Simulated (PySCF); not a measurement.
Species: B2H7NO2.
Bonds: N1–B2, B2–B3, B3–O4, B3–O5. Hydrogens: H6, H7, H8 on N1; H9, H10 on B2; H11 on O4; H12 on O5.

Torsions of this conformer, `[NH3+:1][BH2-:2][B:3]([OH:4])[OH:5]`: N1–B2–B3–O4 -8°, H–O4–B3–B2 -178°, H–O5–B3–B2 -1°.

The closed-shell ground state was solved at several levels (PySCF, density fitting, gas phase, non-relativistic). Geometry: GFN2-xTB, one conformer, isolated molecule.

| level | basis functions | HOMO (eV) | LUMO (eV) | gap (eV) | dipole (D) |
| --- | --- | --- | --- | --- | --- |
| B3LYP/pcJ-1 | 205 | -6.74 | 0.27 | 7.01 | 3.48 |
| CAM-B3LYP/def2-SVPD | 162 | -8.50 | 0.56 | 9.06 | 3.48 |

(1) What might PBE0/pcSseg-1 (120 basis functions) give for the same quantities?

(2) Over all these levels, which gives the widest orbital gap and which the narrowest?

(3) How far do the dipole and the HOMO energy spread over the levels?

Answers

(1) HOMO -6.95 eV, LUMO 0.59 eV, gap 7.54 eV, dipole 3.54 D.

(2) CAM-B3LYP/def2-SVPD (range-separated hybrid) has the widest, 9.06 eV, and B3LYP/pcJ-1 (global hybrid, 20 % exact exchange) the narrowest, 7.01 eV. Functional and basis both differ between the two, so the spread mixes both effects.

(3) The dipole runs from 3.48 to 3.54 D (mean 3.50 D) and the HOMO from -8.50 to -6.74 eV.
